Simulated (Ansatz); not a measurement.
A structure relaxed at PBE0-D4/def2-TZVP, charge 0, multiplicity 1:

Cartesian coordinates in Å:
```
C 0.2188 -0.1971 -1.2750
C 0.3351 -0.5244 0.2014
C -0.2020 0.5449 1.1230
I -2.3308 0.8166 0.9536
H 0.6672 -0.9839 -1.8845
H -0.8266 -0.0941 -1.5740
H 0.7279 0.7413 -1.5113
H -0.1567 -1.4767 0.4200
H 1.3929 -0.6569 0.4646
H 0.2200 1.5262 0.9102
H -0.0458 0.3043 2.1720
```

(1) Give its formula and SMILES.

(2) Summarise the bond lengths by kind.

Answers

(1) C3H7I, `CCCI`.

(2) 2 × C–C 1.510 to 1.517 Å; 7 × C–H 1.087 to 1.098 Å; 1 × C–I 2.153 Å.

All numbers were calculated with Ansatz.
